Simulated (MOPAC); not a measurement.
MOPAC input (PM6):

```
PM6 PRECISE GNORM=0.05 LET XYZ UHF MS=0.5 GEO-OK AUX(PRECISION=9) THREADS=1
C2H6BS

C     1.34411100 1   -0.99135500 1    0.56938700 1
B    -0.00755700 1   -0.27908600 1    0.16143500 1
C    -1.39620100 1   -0.93223800 1    0.54330300 1
S     0.03368000 1    1.24374700 1   -0.71943800 1
H     1.36292700 1   -1.99767200 1    0.13875500 1
H     2.25327900 1   -0.47338600 1    0.26712300 1
H     1.36741600 1   -1.11997800 1    1.65630200 1
H    -1.44570700 1   -1.05929000 1    1.62952500 1
H    -1.45019700 1   -1.93698300 1    0.11197800 1
H    -2.27627100 1   -0.37566900 1    0.22400700 1
```

Output:

```
 *******************************************************************************
 **                                                                           **
 **                              MOPAC v23.2.5                                **
 **                                                                           **
 *******************************************************************************
 ** MOPAC's Digital Object Identifier: https://doi.org/10.5281/zenodo.6511958 **
 **                                                                           **
 ** Please cite the open-source release paper for use of this MOPAC version:  **
 ** J. E. Moussa and J. J. P. Stewart (2026)                                  **
 ** MOPAC: An open-source semiempirical molecular orbital program             **
 ** J. Open Source Softw., 11(119), 8025, https://doi.org/10.21105/joss.08025 **
 *******************************************************************************

                              PM6 CALCULATION RESULTS

 *******************************************************************************
 *  PM6        - The PM6 Hamiltonian to be used
 *  GEO-OK     - OVERRIDE INTERATOMIC DISTANCE AND OTHER SAFETY CHECKS
 *  UHF        - UNRESTRICTED HARTREE-FOCK CALCULATION
 *  MS=        - IN MECI, MAGNETIC COMPONENT OF SPIN =  0.5
 *  LET        - OVERRIDE SOME SAFETY CHECKS
 *  PRECISE    - TIGHTER CRITERIA TO BE USED
 *  XYZ        - CARTESIAN COORDINATE SYSTEM TO BE USED
 *  GNORM      - EXIT WHEN GRADIENT NORM DROPS BELOW 0.050
 *  AUX        - OUTPUT AUXILIARY INFORMATION
 *******************************************************************************
PM6 PRECISE GNORM=0.05 LET XYZ UHF MS=0.5 GEO-OK AUX(PRECISION=9) THREADS=1
 C2H6BS

   ATOM   CHEMICAL          X               Y               Z
  NUMBER   SYMBOL      (ANGSTROMS)     (ANGSTROMS)     (ANGSTROMS)

     1       C          1.34411100  *  -0.99135500  *   0.56938700  *
     2       B         -0.00755700  *  -0.27908600  *   0.16143500  *
     3       C         -1.39620100  *  -0.93223800  *   0.54330300  *
     4       S          0.03368000  *   1.24374700  *  -0.71943800  *
     5       H          1.36292700  *  -1.99767200  *   0.13875500  *
     6       H          2.25327900  *  -0.47338600  *   0.26712300  *
     7       H          1.36741600  *  -1.11997800  *   1.65630200  *
     8       H         -1.44570700  *  -1.05929000  *   1.62952500  *
     9       H         -1.45019700  *  -1.93698300  *   0.11197800  *
    10       H         -2.27627100  *  -0.37566900  *   0.22400700  *

          CARTESIAN COORDINATES

    NO.       ATOM           X           Y           Z

     1         C          1.3441     -0.9914      0.5694
     2         B         -0.0076     -0.2791      0.1614
     3         C         -1.3962     -0.9322      0.5433
     4         S          0.0337      1.2437     -0.7194
     5         H          1.3629     -1.9977      0.1388
     6         H          2.2533     -0.4734      0.2671
     7         H          1.3674     -1.1200      1.6563
     8         H         -1.4457     -1.0593      1.6295
     9         H         -1.4502     -1.9370      0.1120
    10         H         -2.2763     -0.3757      0.2240

 General Reference for PM6:
 "Optimization of Parameters for Semiempirical Methods V: Modification of NDDO Approximations
 and Application to 70 Elements", J. J. P. Stewart, J. Mol. Mod., 13, 1173-1213 (2007)
 URL: https://link.springer.com/article/10.1007/s00894-007-0233-4

           Empirical Formula: C2 H6 B S  =    10 atoms

      MOLECULAR POINT GROUP   :   C2v

          UHF CALCULATION, NO. OF ALPHA ELECTRONS =   12
                           NO. OF BETA  ELECTRONS =   11

          Geometry optimization using EF

          DIAGONAL MATRIX USED AS START HESSIAN

 CYCLE:     1  GRAD.:    12.897 HEAT: -2.833647
 CYCLE:     2  GRAD.:    42.301 HEAT: -2.464626
 CYCLE:     3  GRAD.:    15.172 HEAT: -3.015274
 CYCLE:     4  GRAD.:    27.586 HEAT: -2.770295
 CYCLE:     5  GRAD.:    24.919 HEAT: -2.900632
 CYCLE:     6  GRAD.:    23.089 HEAT: -2.725194
 CYCLE:     7  GRAD.:     7.891 HEAT: -3.165102
 CYCLE:     8  GRAD.:    22.393 HEAT: -2.919516
 CYCLE:     9  GRAD.:     1.386 HEAT: -3.204515
 CYCLE:    10  GRAD.:     3.667 HEAT: -3.206126
 CYCLE:    11  GRAD.:     2.830 HEAT: -3.223032
 CYCLE:    12  GRAD.:     0.954 HEAT: -3.231828
 CYCLE:    13  GRAD.:     2.017 HEAT: -3.230796
 CYCLE:    14  GRAD.:     0.612 HEAT: -3.232281
 CYCLE:    15  GRAD.:     0.670 HEAT: -3.232217
 CYCLE:    16  GRAD.:     0.290 HEAT: -3.232442
 CYCLE:    17  GRAD.:     0.186 HEAT: -3.232484
 CYCLE:    18  GRAD.:     0.315 HEAT: -3.232464
 CYCLE:    19  GRAD.:     0.094 HEAT: -3.232498
 CYCLE:    20  GRAD.:     0.081 HEAT: -3.232501
 CYCLE:    21  GRAD.:     0.120 HEAT: -3.232498
 CYCLE:    22  GRAD.:     0.035 HEAT: -3.232503

     GRADIENT =  0.03490 IS LESS THAN CUTOFF =  0.05000

 -------------------------------------------------------------------------------
 PM6 PRECISE GNORM=0.05 LET XYZ UHF MS=0.5 GEO-OK AUX(PRECISION=9) THREADS=1
 C2H6BS

     GEOMETRY OPTIMISED USING EIGENVECTOR FOLLOWING (EF).
     SCF FIELD WAS ACHIEVED

                              PM6 CALCULATION
                                                       MOPAC v23.2.5 Linux

          FINAL HEAT OF FORMATION =         -3.23250 KCAL/MOL =     -13.52479 KJ/MOL

          COSMO AREA              =        118.52 SQUARE ANGSTROMS
          COSMO VOLUME            =        106.05 CUBIC ANGSTROMS

          GRADIENT NORM           =          0.03490          =       0.01104 PER ATOM
          IONIZATION POTENTIAL    =          9.343804 EV
          ALPHA SOMO LUMO (EV)    =         -9.813  0.112
          BETA  SOMO LUMO (EV)    =         -9.344 -2.075
          NO. OF ALPHA ELECTRONS  =         12
          NO. OF BETA  ELECTRONS  =         11
          MOLECULAR WEIGHT        =         72.9394         POINT GROUP:  C2v

          MOLECULAR DIMENSIONS (Angstroms)

            Atom       Atom       Distance
            H    10    H     6     4.49334
            S     4    H     5     3.26144
            H     7    S     4     1.70493

          SCF CALCULATIONS        =         23

   ATOM   CHEMICAL          X               Y               Z
  NUMBER   SYMBOL      (ANGSTROMS)     (ANGSTROMS)     (ANGSTROMS)

     1       C          1.35341193  *  -0.98047472  *   0.56307427  *
     2       B         -0.00824618  *  -0.30464389  *   0.17621514  *
     3       C         -1.40491478  *  -0.92097380  *   0.53682111  *
     4       S          0.03282317  *   1.21193424  *  -0.70103588  *
     5       H          1.38650628  *  -1.97865890  *   0.11703414  *
     6       H          2.23577301  *  -0.42788932  *   0.24085954  *
     7       H          1.39104132  *  -1.09173089  *   1.65053060  *
     8       H         -1.46797790  *  -1.03005476  *   1.62331196  *
     9       H         -1.47251575  *  -1.91697656  *   0.08982473  *
    10       H         -2.25631735  *  -0.33098988  *   0.19810640  *

                             CARTESIAN COORDINATES

   1    C        1.353411926    -0.980474724     0.563074275
   2    B       -0.008246180    -0.304643894     0.176215138
   3    C       -1.404914783    -0.920973799     0.536821108
   4    S        0.032823171     1.211934237    -0.701035877
   5    H        1.386506284    -1.978658905     0.117034145
   6    H        2.235773008    -0.427889322     0.240859543
   7    H        1.391041318    -1.091730886     1.650530600
   8    H       -1.467977897    -1.030054757     1.623311958
   9    H       -1.472515747    -1.916976560     0.089824725
  10    H       -2.256317355    -0.330989878     0.198106395

           Empirical Formula: C2 H6 B S  =    10 atoms

      MOLECULAR POINT GROUP   :   C2v

          ALPHA EIGENVALUES
 -29.42076 -25.16046 -24.36425 -15.13041 -14.43219 -14.40824 -13.75422 -13.42789
 -11.94965 -10.60514  -9.88630  -9.81317   0.11178   0.29423   1.35013   1.44851
   1.45885   1.78960   1.88272   3.49616   4.46574   5.77489   5.79815   5.89357
   5.92294   6.81597   6.99268

           BETA EIGENVALUES
 -26.00001 -24.33617 -24.16803 -14.92817 -14.42550 -14.10839 -13.64435 -13.42119
 -11.68478 -10.26608  -9.34380  -2.07474   0.20370   0.27019   1.45729   1.54119
   1.54269   1.73129   1.77026   3.58992   4.49060   5.78420   5.80447   5.89995
   5.92999   6.82154   7.00293

              NET ATOMIC CHARGES AND DIPOLE CONTRIBUTIONS

  ATOM NO.   TYPE          CHARGE      No. of ELECS.   s-Pop       p-Pop       d-Pop
    1          C          -0.578066        4.5781     1.09138     3.48669
    2          B           0.323016        2.6770     1.02353     1.65345
    3          C          -0.578063        4.5781     1.09137     3.48669
    4          S          -0.170091        6.1701     1.95192     4.13639     0.08178
    5          H           0.169799        0.8302     0.83020
    6          H           0.162009        0.8380     0.83799
    7          H           0.169797        0.8302     0.83020
    8          H           0.169795        0.8302     0.83020
    9          H           0.169797        0.8302     0.83020
   10          H           0.162007        0.8380     0.83799
 DIPOLE           X         Y         Z       TOTAL
 POINT-CHG.    -0.045    -1.681     0.973     1.943
 HYBRID         0.010     0.351    -0.203     0.406
 SUM           -0.036    -1.330     0.769     1.537

          ATOMIC ORBITAL ELECTRON POPULATIONS

     Atom    s        px        py        pz      x^2-y^2     xz        z^2       yz        xy
    1  C   1.09138   1.14785   1.17029   1.16855
    2  B   1.02353   0.74947   0.55236   0.35162
    3  C   1.09137   1.14632   1.17150   1.16886
    4  S   1.95192   1.03650   1.41229   1.68760   0.03137   0.00186   0.00698   0.03603   0.00553
    5  H   0.83020
    6  H   0.83799
    7  H   0.83020
    8  H   0.83020
    9  H   0.83020
   10  H   0.83799

                    (SZ)    =    0.500000
                    (S**2)  =    0.757604

          ATOMIC ORBITAL SPIN POPULATIONS

    Atom   Total    s     px     py     pz   x^2-y^2  xz     z^2    yz     xy
         Atomic
    1  C  0.0367  0.006  0.015  0.011  0.005
    2  B -0.0709 -0.011 -0.011 -0.026 -0.023
    3  C  0.0367  0.006  0.016  0.010  0.004
    4  S  1.0068  0.011  0.950  0.034  0.030 -0.006 -0.000 -0.003 -0.009  0.000
    5  H -0.0015 -0.001
    6  H -0.0017 -0.002
    7  H -0.0015 -0.001
    8  H -0.0015 -0.001
    9  H -0.0015 -0.001
   10  H -0.0017 -0.002

 **********************
 *                    *
 * JOB ENDED NORMALLY *
 *                    *
 **********************

 == MOPAC DONE ==
```

The geometry given is a B3LYP-D3(BJ)/def2-TZVP minimum.
